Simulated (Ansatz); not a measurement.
## AlFH2N2: where a starting geometry ends

The starting geometry of this gas-phase singlet was optimised with GFN2-xTB.

```yaml
atoms:
  - { symbol: Al, position_ang: [0.2323, 0.6481, 0.2024] }
  - { symbol: F, position_ang: [-0.4173, -0.4495, -0.8377] }
  - { symbol: N, position_ang: [1.5333, 1.8653, -0.9403] }
  - { symbol: N, position_ang: [2.1971, 1.0946, -0.4960] }
  - { symbol: H, position_ang: [-0.4638, 2.0157, 0.3074] }
  - { symbol: H, position_ang: [1.1049, 0.1029, 1.3464] }
```

Question: Where would you expect an optimisation with B3LYP-D3(BJ)/def2-SVP to take it?

Answer: A bond breaks, giving a structure given below by its coordinates. Contacts that open: Al1–N4 (2.13 → 3.41 Å).

The energy falls by 1.16 eV over 21 steps:

```csv
step,E − E(last) (eV)
1,1.157
3,0.525
5,0.277
8,0.237
10,0.174
12,0.150
14,0.046
17,0.001
19,0.000
21,0.000
```

Final geometry (Å):

```yaml
atoms:
  - { symbol: Al, position_ang: [-0.0271, 0.6315, 0.4041] }
  - { symbol: F, position_ang: [-0.4299, -0.3869, -0.8667] }
  - { symbol: N, position_ang: [1.8659, 1.3481, -0.7120] }
  - { symbol: N, position_ang: [2.7487, 1.6484, -1.2934] }
  - { symbol: H, position_ang: [-0.7233, 2.0478, 0.4336] }
  - { symbol: H, position_ang: [0.7522, -0.0118, 1.6167] }
```

No frequencies were run, so the end isn't proven a minimum. Run with Ansatz 0.2.0, 87 s on 1 thread of AMD EPYC (Zen 3), on a shared host.
